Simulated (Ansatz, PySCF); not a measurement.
BF₃H₃N, SMILES [NH3+][B-](F)(F)F. Atoms are numbered in the order given.

```xyz
8

B      0.0000     0.0000    -0.2062
F      1.1486     0.6632    -0.5332
F     -1.1486     0.6632    -0.5332
F      0.0000    -1.3263    -0.5332
N      0.0000     0.0000     1.4704
H      0.0000     0.9576     1.8234
H     -0.8293    -0.4788     1.8235
H      0.8293    -0.4788     1.8235
```
Charge 0, spin multiplicity 1.

The structure is a stationary point at PBE0-D3(BJ)/def2-SVP.

Two levels are set side by side: PBE-D3(BJ)/def2-SVP (PySCF) and PBE0-D3(BJ)/def2-SVP (Ansatz, a quantum-chemistry and plane-wave program). Each level has its own optimised geometry; the coordinates shown are those of the second. Frequencies come from the Hessian of PySCF at each geometry. Differences are taken from unrounded values.

| quantity | PBE0-D3(BJ) |
|---|---|
| mean bond length (Å) | 1.262 |
| bond B1–F2 (Å) | 1.366 |
| bond B1–F3 (Å) | 1.366 |
| bond B1–F4 (Å) | 1.366 |
| bond B1–N5 (Å) | 1.677 |
| bond N5–H6 (Å) | 1.021 |
| bond N5–H7 (Å) | 1.021 |
| bond N5–H8 (Å) | 1.021 |
| highest harmonic wavenumber (cm⁻¹) | 3631 |
| mean harmonic wavenumber (cm⁻¹) | 1283 |
| zero-point energy (kcal/mol) | 33.00 |

Problem. What does PBE-D3(BJ) give, and how far is it from PBE0-D3(BJ)? (The exact figures need the calculation; the answer reports its results.)

Solution. 
| quantity | PBE-D3(BJ) | PBE-D3(BJ) minus PBE0-D3(BJ) |
|---|---|---|
| mean bond length (Å) | 1.275 | 0.012 |
| bond B1–F2 (Å) | 1.378 | 0.012 |
| bond B1–F3 (Å) | 1.377 | 0.011 |
| bond B1–F4 (Å) | 1.377 | 0.011 |
| bond B1–N5 (Å) | 1.702 | 0.025 |
| bond N5–H6 (Å) | 1.030 | 0.009 |
| bond N5–H7 (Å) | 1.030 | 0.009 |
| bond N5–H8 (Å) | 1.030 | 0.009 |
| highest harmonic wavenumber (cm⁻¹) | 3510 | -121 |
| mean harmonic wavenumber (cm⁻¹) | 1234 | -48 |
| zero-point energy (kcal/mol) | 31.77 | -1.24 |

GGA bonds tend to be longer and softer than those of functionals with exact exchange. Differences between two approximate levels are no errors against the true value.
